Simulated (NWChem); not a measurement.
System: diethyl sulfide (C₄H₁₀S); SMILES CCSCC

NWChem input:

```
start job
memory heap 200 mb stack 900 mb global 1100 mb
geometry units angstroms noautosym nocenter noautoz
  C     -0.299743     2.549878    -0.090372
  C     -0.597962     1.107196     0.275909
  S      0.849844     0.069593    -0.085163
  C      0.274792    -1.545850     0.509553
  C     -0.768216    -2.219548    -0.364339
  H      0.557150     2.936416     0.482197
  H     -1.169362     3.190276     0.122378
  H     -0.061383     2.646802    -1.160689
  H     -0.836867     1.019696     1.349274
  H     -1.468888     0.741162    -0.291254
  H     -0.082242    -1.431114     1.546976
  H      1.190226    -2.156435     0.560861
  H     -0.396927    -2.342710    -1.392541
  H     -1.699893    -1.635245    -0.411735
  H     -1.024362    -3.215302     0.032916
end
basis spherical
  C library def2-svp
  S library def2-svp
  H library def2-svp
end
dft
  xc b3lyp
  iterations 150
  mulliken
end
task dft energy
esp
  recalculate
  probe 0.07
  range 0.3
  factor 1.0
  spacing 0.02
end
task esp
```

Excerpt of the output:

```
             Northwest Computational Chemistry Package (NWChem) 7.3.0
             --------------------------------------------------------

                             Geometry "geometry" -> ""
                             -------------------------

 Output coordinates in angstroms (scale by  1.889725989 to convert to a.u.)

  No.       Tag          Charge          X              Y              Z
 ---- ---------------- ---------- -------------- -------------- --------------
    1 C                    6.0000    -0.29974300     2.54987800    -0.09037200
    2 C                    6.0000    -0.59796200     1.10719600     0.27590900
    3 S                   16.0000     0.84984400     0.06959300    -0.08516300
    4 C                    6.0000     0.27479200    -1.54585000     0.50955300
    5 C                    6.0000    -0.76821600    -2.21954800    -0.36433900
    6 H                    1.0000     0.55715000     2.93641600     0.48219700
    7 H                    1.0000    -1.16936200     3.19027600     0.12237800
    8 H                    1.0000    -0.06138300     2.64680200    -1.16068900
    9 H                    1.0000    -0.83686700     1.01969600     1.34927400
   10 H                    1.0000    -1.46888800     0.74116200    -0.29125400
   11 H                    1.0000    -0.08224200    -1.43111400     1.54697600
   12 H                    1.0000     1.19022600    -2.15643500     0.56086100
   13 H                    1.0000    -0.39692700    -2.34271000    -1.39254100
   14 H                    1.0000    -1.69989300    -1.63524500    -0.41173500
   15 H                    1.0000    -1.02436200    -3.21530200     0.03291600

 Effective nuclear repulsion energy (a.u.)     235.5469879642

                                 NWChem DFT Module
                                 -----------------

 Summary of "ao basis" -> "ao basis" (spherical)
 ------------------------------------------------------------------------------
       Tag                 Description            Shells   Functions and Types
 ---------------- ------------------------------  ------  ---------------------
 C                          def2-svp                 6       14   3s2p1d
 S                          def2-svp                 8       18   4s3p1d
 H                          def2-svp                 3        5   2s1p

            General Information
            -------------------
          SCF calculation type: DFT
          Wavefunction type:  closed shell.
          No. of atoms     :    15
          No. of electrons :    50
           Alpha electrons :    25
            Beta electrons :    25
          Charge           :     0
          Spin multiplicity:     1
          Use of symmetry is: off; symmetry adaption is: off
          Maximum number of iterations: 150
          AO basis - number of functions:   124
                     number of shells:    62
          Convergence on energy requested:  1.00D-06
          Convergence on density requested:  1.00D-05
          Convergence on gradient requested:  5.00D-04

              XC Information
              --------------
                         B3LYP Method XC Potential
                     Hartree-Fock (Exact) Exchange  0.200
                        Slater Exchange Functional  0.800 local
                    Becke 1988 Exchange Functional  0.720 non-local
              Lee-Yang-Parr Correlation Functional  0.810
                  VWN I RPA Correlation Functional  0.190 local

             Grid Information
             ----------------
          Grid used for XC integration:  medium
          Radial quadrature: Mura-Knowles
          Angular quadrature: Lebedev.
          Tag              B.-S. Rad. Rad. Pts. Rad. Cut. Ang. Pts.
          ---              ---------- --------- --------- ---------
          C                   0.70       49          13.0       434
          S                   1.00       88          10.0       590
          H                   0.35       45          14.0       434
          Grid pruning is: on
          Number of quadrature shells:   734
          Spatial weights used:  Erf1

      Superposition of Atomic Density Guess
      -------------------------------------

 Sum of atomic energies:        -552.83935064

      Non-variational initial energy
      ------------------------------

 Total energy =    -556.022150
 1-e energy   =   -1223.636634
 2-e energy   =     432.067496
 HOMO         =      -0.258972
 LUMO         =       0.069845

     ---------------------------------------------
      Total Density - Mulliken Population Analysis
     ---------------------------------------------

    Atom       Charge   Shell Charges
 -----------   ------   -------------------------------------------------------
    1 C    6     6.25   1.99  0.96  0.18  2.05  1.04  0.02
    2 C    6     6.17   1.99  0.95  0.25  1.89  1.05  0.04
    3 S   16    16.19   2.00  1.99  1.20  0.67  5.94  1.77  2.57  0.06
    4 C    6     6.15   1.99  0.95  0.24  1.89  1.04  0.04
    5 C    6     6.26   1.99  0.96  0.19  2.06  1.05  0.02
    6 H    1     0.90   0.67  0.20  0.02
    7 H    1     0.89   0.67  0.20  0.02
    8 H    1     0.90   0.67  0.20  0.02
    9 H    1     0.90   0.68  0.19  0.02
   10 H    1     0.89   0.68  0.19  0.02
   11 H    1     0.90   0.68  0.20  0.02
   12 H    1     0.89   0.68  0.19  0.02
   13 H    1     0.90   0.67  0.21  0.02
   14 H    1     0.90   0.67  0.20  0.02
   15 H    1     0.90   0.67  0.20  0.02

   convergence    iter        energy       DeltaE   RMS-Dens  Diis-err
 ---------------- ----- ----------------- --------- --------- ---------
 d= 0,ls=0.0,diis     1   -556.3677586535 -7.92D+02  6.04D-03  4.09D-01
 d= 0,ls=0.0,diis     2   -556.4013158692 -3.36D-02  3.33D-03  1.16D-01
 d= 0,ls=0.0,diis     3   -556.4092425473 -7.93D-03  1.40D-03  5.63D-02
 d= 0,ls=0.0,diis     4   -556.4166165685 -7.37D-03  1.55D-04  3.75D-04
 d= 0,ls=0.0,diis     5   -556.4166589002 -4.23D-05  4.83D-05  3.61D-05
  Resetting Diis
 d= 0,ls=0.0,diis     6   -556.4166635910 -4.69D-06  1.23D-05  2.38D-06
 d= 0,ls=0.0,diis     7   -556.4166638907 -3.00D-07  7.68D-06  2.30D-07

         Total DFT energy =     -556.416663890728
      One electron energy =    -1229.020485225328
           Coulomb energy =      488.183552692636
    Exchange-Corr. energy =      -51.126719322186
 Nuclear repulsion energy =      235.546987964151

 Numeric. integr. density =       50.000001986794

                       DFT Final Molecular Orbital Analysis
                       ------------------------------------

 Vector   23  Occ=2.000000D+00  E=-3.318750D-01
              MO Center= -8.5D-02, -2.9D-01,  1.2D-01, r^2= 5.4D+00
   Bfn.  Coefficient  Atom+Function         Bfn.  Coefficient  Atom+Function
  ----- ------------  ---------------      ----- ------------  ---------------
    51      0.278043   4 C  py               37     -0.248337   3 S  py
    40     -0.226046   3 S  py              105     -0.219649  12 H  s
    80     -0.185507   7 H  s                19      0.180659   2 C  py
    65     -0.180021   5 C  py                5     -0.173588   1 C  py
   120      0.170509  15 H  s               115     -0.158639  14 H  s

 Vector   24  Occ=2.000000D+00  E=-2.994705D-01
              MO Center=  5.5D-01, -4.7D-02,  8.1D-03, r^2= 3.1D+00
   Bfn.  Coefficient  Atom+Function         Bfn.  Coefficient  Atom+Function
  ----- ------------  ---------------      ----- ------------  ---------------
    39      0.345548   3 S  px               36      0.313398   3 S  px
    32      0.310975   3 S  s                18     -0.225486   2 C  px
    33      0.176417   3 S  px               31      0.170515   3 S  s
    41     -0.164525   3 S  pz               50     -0.150626   4 C  px
    38     -0.145068   3 S  pz               51     -0.140701   4 C  py

 Vector   25  Occ=2.000000D+00  E=-2.139587D-01
              MO Center=  6.5D-01,  6.9D-03, -2.4D-02, r^2= 2.1D+00
   Bfn.  Coefficient  Atom+Function         Bfn.  Coefficient  Atom+Function
  ----- ------------  ---------------      ----- ------------  ---------------
    41      0.586312   3 S  pz               38      0.404619   3 S  pz
    39      0.241519   3 S  px               35      0.229481   3 S  pz
    63      0.183775   5 C  s                36      0.162159   3 S  px
    40      0.141435   3 S  py               95      0.126555  10 H  s
    90     -0.118974   9 H  s                96      0.110146  10 H  s

 Vector   26  Occ=0.000000D+00  E= 4.287969D-02
              MO Center=  4.5D-02,  8.1D-01,  6.6D-02, r^2= 6.3D+00
   Bfn.  Coefficient  Atom+Function         Bfn.  Coefficient  Atom+Function
  ----- ------------  ---------------      ----- ------------  ---------------
    17      1.268044   2 C  s                 3      1.127999   1 C  s
    49     -0.961169   4 C  s                40     -0.717058   3 S  py
    81     -0.666288   7 H  s                91     -0.579688   9 H  s
    96     -0.571557  10 H  s                86     -0.549984   8 H  s
    76     -0.510975   6 H  s               106      0.408198  12 H  s

 Vector   27  Occ=0.000000D+00  E= 5.406576D-02
              MO Center= -7.2D-01, -1.2D+00,  3.7D-01, r^2= 6.8D+00
   Bfn.  Coefficient  Atom+Function         Bfn.  Coefficient  Atom+Function
  ----- ------------  ---------------      ----- ------------  ---------------
    63      1.361206   5 C  s                49      1.345891   4 C  s
    17      1.092765   2 C  s               101     -0.891136  11 H  s
   116     -0.742205  14 H  s               121     -0.710091  15 H  s
    96     -0.695309  10 H  s               106     -0.645938  12 H  s
   111     -0.580599  13 H  s                91     -0.577465   9 H  s

 Vector   28  Occ=0.000000D+00  E= 8.584901D-02
              MO Center= -6.4D-01,  2.7D-04,  5.4D-01, r^2= 7.9D+00
   Bfn.  Coefficient  Atom+Function         Bfn.  Coefficient  Atom+Function
  ----- ------------  ---------------      ----- ------------  ---------------
    63      1.650525   5 C  s                49     -1.066986   4 C  s
   101      0.911186  11 H  s                91      0.905549   9 H  s
     3     -0.894720   1 C  s               116     -0.695967  14 H  s
    23     -0.656535   2 C  pz               81      0.622659   7 H  s
   111     -0.566929  13 H  s               121     -0.543550  15 H  s

     ---------------------------------------------
      Total Density - Mulliken Population Analysis
     ---------------------------------------------

    Atom       Charge   Shell Charges
 -----------   ------   -------------------------------------------------------
    1 C    6     5.99   1.98  0.91  0.10  2.13  0.84  0.03
    2 C    6     6.10   1.99  0.93  0.16  2.09  0.89  0.04
    3 S   16    16.11   2.00  1.98  1.25  0.67  5.93  1.84  2.36  0.09
    4 C    6     6.10   1.99  0.93  0.17  2.09  0.88  0.04
    5 C    6     5.97   1.98  0.91  0.09  2.12  0.84  0.03
    6 H    1     0.98   0.74  0.21  0.02
    7 H    1     0.98   0.74  0.21  0.02
    8 H    1     0.98   0.74  0.21  0.02
    9 H    1     0.97   0.75  0.20  0.02
   10 H    1     0.96   0.75  0.19  0.02
   11 H    1     0.96   0.75  0.20  0.02
   12 H    1     0.96   0.74  0.19  0.02
   13 H    1     0.98   0.74  0.22  0.02
   14 H    1     0.99   0.75  0.22  0.02
   15 H    1     0.99   0.74  0.22  0.02

     -------------------------------------------
      Total Density - Lowdin Population Analysis
     -------------------------------------------

    Atom       Charge   Shell Charges
 -----------   ------   -------------------------------------------------------
    1 C    6     6.07   1.96  0.58  0.30  1.90  1.25  0.07
    2 C    6     6.14   1.96  0.61  0.32  1.89  1.26  0.09
    3 S   16    15.80   2.00  1.95  0.97  0.65  5.81  1.94  2.38  0.10
    4 C    6     6.14   1.96  0.61  0.32  1.89  1.26  0.09
    5 C    6     6.07   1.96  0.58  0.30  1.90  1.25  0.07
    6 H    1     0.98   0.64  0.27  0.06
    7 H    1     0.97   0.64  0.27  0.06
    8 H    1     0.97   0.64  0.27  0.06
    9 H    1     0.98   0.65  0.27  0.07
   10 H    1     0.99   0.65  0.27  0.07
   11 H    1     0.98   0.65  0.27  0.07
   12 H    1     0.97   0.65  0.26  0.07
   13 H    1     0.98   0.64  0.27  0.06
   14 H    1     0.98   0.64  0.27  0.06
   15 H    1     0.98   0.64  0.27  0.06

     Multipole analysis of the density
     ---------------------------------

     L   x y z        total         alpha         beta         nuclear
     -   - - -        -----         -----         ----         -------
     0   0 0 0     -0.000000    -25.000000    -25.000000     50.000000

     1   1 0 0     -0.511921     -0.499907     -0.499907      0.487893
     1   0 1 0     -0.126772     -0.268506     -0.268506      0.410241
     1   0 0 1      0.230631     -1.264450     -1.264450      2.759531

     2   2 0 0    -31.046757    -66.042616    -66.042616    101.038475
     2   1 1 0     -1.020065     -1.269156     -1.269156      1.518247
     2   1 0 1     -0.071220     -3.229579     -3.229579      6.387937
     2   0 2 0    -28.022893   -269.225009   -269.225009    510.427125
     2   0 1 1     -0.322720     -1.557546     -1.557546      2.792371
     2   0 0 2    -30.663450    -35.496922    -35.496922     40.330393

                     NWChem Electrostatic Potential Fit Module
                     -----------------------------------------

 Atom parameters

 Number of atoms is                                   15
 Number of basis functions is                        124

 Grid parameters

 Maximum number of grid points is                  51211
 Number of grid points is                          51210
 Grid range                                     0.300000 nm
 Grid spacing                                   0.020000 nm
 Probe radius                                   0.070000 nm
 Atom radius factor                             1.000000

 Atomic radii

    1    0.100000
    6    0.147000
   16    0.174000
 FASTESP  F
  using M.O. file = ./job.movecs

    Atom              Coordinates                           Charge

                                                  ESP

    1 C    -0.029974    0.254988   -0.009037   -0.055369
    2 C    -0.059796    0.110720    0.027591    0.286968
    3 S     0.084984    0.006959   -0.008516   -0.406375
    4 C     0.027479   -0.154585    0.050955    0.339943
    5 C    -0.076822   -0.221955   -0.036434   -0.135468
    6 H     0.055715    0.293642    0.048220    0.025855
    7 H    -0.116936    0.319028    0.012238   -0.014348
    8 H    -0.006138    0.264680   -0.116069    0.032343
    9 H    -0.083687    0.101970    0.134927   -0.033781
   10 H    -0.146889    0.074116   -0.029125   -0.040509
   11 H    -0.008224   -0.143111    0.154698   -0.065177
   12 H     0.119023   -0.215644    0.056086   -0.003795
   13 H    -0.039693   -0.234271   -0.139254    0.024533
   14 H    -0.169989   -0.163525   -0.041174    0.041148
   15 H    -0.102436   -0.321530    0.003292    0.004031
                                            ------------
                                                0.000000

 Dipole moment                                  0.573693

 Quadrupole moment Qxx                         -3.386432
                   Qyy                          4.685139
                   Qzz                         -1.298707

 RMS deviation kJ/mol                           0.061111

 RRMS %                                        51.495218
```

Level: B3LYP/def2-SVP. Coordinates come from a PBE0/def2-SVP optimisation. B3LYP is NWChem's, with the RPA form of VWN correlation.
